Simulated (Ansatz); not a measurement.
What each rung costs, and what it gives

Saddle point of BN2H4Cl, singlet (BN₂H₄Cl ([NH2][B]([NH2])[Cl]) → BNHCl ([NH][B][Cl]) + NH₃ (still joined by a long B–N bond); bonds formed: N2–H4; bonds broken: N3–H4; bonds weakened to dative contacts: B1–N2), PBE0-D4/def2-TZVP structure:

```json
{"atom": "B1", "x (Å)": "-0.5115", "y (Å)": "0.1837", "z (Å)": "0.3011"}
{"atom": "N2", "x (Å)": "0.8126", "y (Å)": "0.4093", "z (Å)": "-0.4896"}
{"atom": "N3", "x (Å)": "-0.5271", "y (Å)": "-1.1667", "z (Å)": "0.3326"}
{"atom": "H4", "x (Å)": "0.6276", "y (Å)": "-0.8145", "z (Å)": "-0.3597"}
{"atom": "Cl5", "x (Å)": "-1.5157", "y (Å)": "1.5171", "z (Å)": "0.8756"}
{"atom": "H6", "x (Å)": "0.7359", "y (Å)": "0.8178", "z (Å)": "-1.4134"}
{"atom": "H7", "x (Å)": "1.5816", "y (Å)": "0.8412", "z (Å)": "0.0087"}
{"atom": "H8", "x (Å)": "-1.2034", "y (Å)": "-1.7878", "z (Å)": "0.7447"}
```

Barriers are electronic and count from the start structure reached by relaxing down the imaginary mode.

Computed with Ansatz 0.2.0 (basis: as named in each row); correlated methods freeze the cores. B3LYP uses VWN-RPA correlation. Extrapolation: Hartree–Fock as exp(−7.88 √X), correlation as X^−2.97.

Times are rough, for one single point on 2 threads of a shared host (Arm Neoverse V1).

The estimate by CCSD(T) at an estimated basis limit (MP2 extrapolated from triple and quadruple zeta, plus CCSD(T) − MP2 in triple zeta) is 254.3 kJ/mol.

| method | basis | time (s) | barrier (kJ/mol) | method less estimate |
| --- | --- | --- | --- | --- |
| HF | STO-3G | under 1 | 348.8 | 94.5 |
| PBE-D4 | STO-3G | under 1 | 207.6 | -46.7 |
| SPW92 | def2-SVP | under 1 | 201.6 | -52.7 |
| B3LYP-D4 | 6-31G | under 1 | 257.8 | 3.5 |
| PBE-D4 | def2-SVP | 1 | 214.4 | -40.0 |
| PBE0-D4 | def2-SVP | 1 | 237.2 | -17.1 |
| SPW92 | def2-TZVPP | 1 | 213.8 | -40.6 |
| BLYP-D4 | def2-TZVPP | 2 | 237.2 | -17.2 |
| PBE-D4 | def2-TZVPP | 2 | 225.2 | -29.1 |
| CCSD(T) | def2-SVP | 2 | 244.6 | -9.8 |
| BHLYP-D4 | def2-TZVPP | 2 | 277.5 | 23.2 |
| PBE0-D4 | def2-TZVPP | 3 | 246.0 | -8.4 |
| B3LYP-D4 | def2-TZVPP | 3 | 253.3 | -1.1 |
| CAM-B3LYP-D4 | def2-TZVPP | 3 | 259.7 | 5.4 |
| wB97M-V | def2-SVP | 4 | 243.3 | -11.0 |
| r2SCAN-D4 | def2-TZVPP | 4 | 244.5 | -9.8 |
| r2SCAN0-D4 | def2-TZVPP | 5 | 257.7 | 3.3 |
| PBE-QIDH | def2-TZVPP | 6 | 255.6 | 1.2 |
| RPA on PBE | def2-TZVPP | 6 | 245.8 | -8.6 |
| B2PLYP | def2-TZVPP | 6 | 253.3 | -1.1 |
| B97M-V | def2-TZVPP | 8 | 257.2 | 2.8 |
| wB97X-V | def2-TZVPP | 9 | 258.8 | 4.5 |
| wB97M-V | def2-TZVPP | 11 | 254.4 | 0.1 |
| MP2 | def2-QZVPP | 17 | 249.1 | -5.3 |
| CCSD(T) | def2-TZVPP | 63 | 251.8 | -2.5 |

All methods are single points on the PBE0-D4 structures.

T1 diagnostic: at most 0.014.

Labels in which every atom is bracketed show which atoms are joined, not bond orders.
